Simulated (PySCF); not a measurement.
**Computed properties of Sn(F)2(Br)(OH) (BrF2HOSn), SMILES [F][Sn]([F])([OH])[Br]**

Sn(F)2(Br)(OH) (BrF₂HOSn), SMILES [OH][Sn]([F])([F])[Br]. The structure is a stationary point at B3LYP-D3(BJ)/def2-SVP. The def2 effective core potentials stand for the cores of Sn; spin–orbit coupling is left out. The values are those of a single conformer. All values are computed for the isolated molecule unless a solvent is named; none is compared with measurement here.

**Structure.** The optimised structure has Cs symmetry. All 12 harmonic modes at B3LYP-D3(BJ)/def2-SVP (PySCF) are real, so it is a minimum. With heavy atoms numbered as in [OH:1][Sn:2]([F:3])([F:4])[Br:5], the shortest bond between them is Sn2–F4 at 1.929 Å and the longest Sn2–Br5 at 2.454 Å.

**Vibrations.** The strongest infrared lines (harmonic, unscaled, degenerate partners summed) lie at 3794 cm⁻¹ (116 km/mol, H 94 %), 655 cm⁻¹ (70 km/mol, O 45 %, F 38 %, Sn 17 %), 181 cm⁻¹ (68 km/mol, O 56 %, F 26 %, Sn 10 %, H 9 %). The softest mode is at 45 cm⁻¹ and the zero-point energy is 11.0 kcal/mol.

**Electronic structure.** B3LYP/def2-TZVP (PySCF) places the frontier levels at -9.29 and -3.68 eV, a gap of 5.61 eV, and gives a dipole moment of 1.31 D and a mean polarisability of 57.7 bohr³. PBE/def2-TZVP (PySCF) at the same geometry gives -8.14 and -4.24 eV, so its gap is 1.71 eV narrower. An orbital gap is neither the optical nor the fundamental gap.

**Excitations.** TDDFT-CAM-B3LYP/def2-SVPD (PySCF) has S1 at 4.84 eV (256 nm, f = 0.006, weak); the most intense of the 10 singlets computed lies at 7.05 eV (f = 0.19). T1 (TDA) is at 4.38 eV. TDDFT-PBE/def2-SVPD (PySCF) puts S1 at 4.00 eV. No vertical singlet excitation falls in the visible range (under 3.1 eV).
